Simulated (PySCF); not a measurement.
## Dipole moment and polarisability of SiMe2(NHEt)2

SiMe2(NHEt)2, C6H18N2Si.
Structure used (PBE0-D3(BJ)/def2-SVP), in Å, numbered top down from 1:
```
atom  x, y, z in Å
Si1    0.4207    0.3893    0.5552
C2     0.2627    0.5715    2.4208
H3    -0.7826    0.7494    2.7207
H4     0.8703    1.4104    2.7977
H5     0.6035   -0.3436    2.9299
C6     2.2179    0.0705    0.1096
H7     2.6030   -0.8558    0.5650
H8     2.8391    0.9052    0.4698
H9     2.3577   -0.0049   -0.9802
N10   -0.1954    1.8682   -0.0990
C11   -0.3919    2.1452   -1.5013
C12   -1.8519    2.1268   -1.9320
H13   -0.5127    2.5985    0.5267
H14    0.0620    3.1167   -1.7767
H15    0.1587    1.3867   -2.0831
H16   -2.2859    1.1316   -1.7508
H17   -1.9624    2.3646   -3.0022
H18   -2.4416    2.8623   -1.3607
N19   -0.4920   -0.9201   -0.1421
C20   -0.0351   -2.2632   -0.4135
C21   -0.1061   -3.2158    0.7742
H22   -1.5003   -0.8571   -0.0382
H23   -0.6131   -2.6878   -1.2547
H24    1.0054   -2.2132   -0.7747
H25    0.5244   -2.8571    1.6037
H26    0.2310   -4.2291    0.5022
H27   -1.1376   -3.2947    1.1544
```

Level: PBE0/def2-SVPD (PySCF), static field, nuclei fixed, core orbitals frozen in the response. The polarisability tensor in these axes (au):

```
x   110.99  -3.13   4.68
y    -3.13 123.97  -4.80
z     4.68  -4.80 116.94
```

What are the eigenvalues, a third of the trace, and Δα (Δα² = ½Σ(αi − αj)² over the three pairs)?

Principal values 108.40, 115.61 and 127.88 au; mean 117.30 au = 17.38 Å³ = 19.34 × 10⁻⁴⁰ C²·m²/J; Δα = 17.06 au (15 % of the mean).

What is the dipole moment, and where does it point?

(-0.46, 0.01, 0.13) D, 0.47 D in size, pointing from the negative to the positive side. Measured along this direction, the outermost atoms are H8 and H9 at the negative end and H18 at the positive end.

What are the principal values of the traceless quadrupole moment, Θ = ½Σq(3rr − r²1), about the centre of nuclear charge?

-2.67, -0.80, 3.47 D·Å. The values depend on the origin, since the dipole doesn't vanish. The electronic extent ⟨r²⟩ about the same centre is 1937 bohr², a root-mean-square distance of 2.57 Å for the 82 electrons.

Find the Langevin capture rate constant for NH4+ (18.034 u) meeting this molecule (146.124 u), k = 2.342 × 10⁻⁹ cm³/s × √(α in Å³ / reduced mass in u).

The reduced mass is 16.05 u, so k = 2.44 × 10⁻⁹ cm³/s. The formula leaves out the permanent dipole, which adds to the capture rate.

Directions of the eigenvectors, and the extent of the frame along each?

Largest value along (-0.29, 0.83, -0.49), where the nuclei span 7.78 Å; middle along (0.37, 0.56, 0.74), 5.85 Å; least along (0.88, 0.03, -0.47), 4.47 Å. The response follows the extents in order.

How large is μ²/3kT at 400 K beside α?

In Gaussian units μ²/3kT = 1.36 Å³ against 17.38 Å³, a ratio of 0.08; the Debye molar polarisation (4π/3)N_A(α + μ²/3kT) is 47.3 cm³/mol, leaving out the vibrational part.

Molar refractivity from α?

Lorentz–Lorenz: R = (4π/3)N_A α = 2.5225 cm³/(mol·Å³) × 17.38 Å³ = 43.8 cm³/mol, in the limit of long wavelengths.

Geometry: PBE0-D3(BJ)/def2-SVP, one conformer, isolated molecule.
